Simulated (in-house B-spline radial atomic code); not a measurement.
Configurations of Sm⁸⁺, with energies counted from [Kr] 4d10 (4f5/2)4 5s2 (5p1/2)2. Level of theory: Dirac-Hartree-Fock, average of each configuration as written, Fermi nucleus of rms radius 5.0819 fm; calculated with a radial B-spline atomic code at the basis-set limit. Energies include first-order Breit, QED and recoil terms.

Occupations are held fixed; configurations that lie above the ionisation limit could autoionise.

```
                                                 configuration  E - E(ref) (eV)  highest orbital  its <r> (bohr)
                      [Kr] 4d10 (4f5/2)1 (4f7/2)3 5s2 (5p1/2)2           4.7792            4f7/2          0.7826
             [Kr] 4d10 (4f5/2)2 (4f7/2)2 5s2 (5p1/2)1 (5p3/2)1           8.3697            5p3/2           1.428
                      [Kr] 4d10 (4f5/2)4 5s2 (5p1/2)1 (7g7/2)1           110.69            7g7/2           6.815
                      [Kr] 4d10 (4f7/2)3 5s2 (5p1/2)2 (9g9/2)1           119.62            9g9/2           12.05
     [Kr] (4d3/2)3 (4d5/2)6 (4f5/2)4 5s2 (5p1/2)1 (5p3/2)1 9s1           253.79            9s1/2           7.691
[Kr] (4d3/2)4 (4d5/2)5 (4f5/2)2 (4f7/2)2 5s2 (5p3/2)2 (8g9/2)1           260.34            8g9/2           9.242
```

(1) Order these further configurations by energy, lowest first.
A. [Kr] 4d10 (4f7/2)3 5s2 (5p3/2)2 (8d5/2)1
B. [Kr] 4d10 (4f5/2)1 (4f7/2)3 5s2 (5p3/2)2
C. [Kr] 4d10 (4f5/2)1 (4f7/2)2 5s2 (5p1/2)2 (5g7/2)1
D. [Kr] (4d3/2)4 (4d5/2)5 (4f5/2)1 (4f7/2)3 5s2 (5p1/2)1 (5p3/2)1 (6g9/2)1
E. [Kr] (4d3/2)3 (4d5/2)6 (4f5/2)4 5s2 (5p1/2)2 (5f7/2)1

(2) How far above the reference does [Kr] 4d10 (4f7/2)4 5s2 (5p3/2)1 (9g9/2)1 lie?

(3) How far above the reference does [Kr] 4d10 (4f5/2)3 (4f7/2)1 5s2 (5p3/2)2 lie?

Results:

(1) B (14.12 eV), C (88.308 eV), A (117.38 eV), E (210.06 eV), D (242.14 eV).

(2) 128.7 eV; its least bound orbital is 9g9/2 with <r> = 12.08 bohr.

(3) 12.926 eV; its least bound orbital is 5p3/2 with <r> = 1.428 bohr.
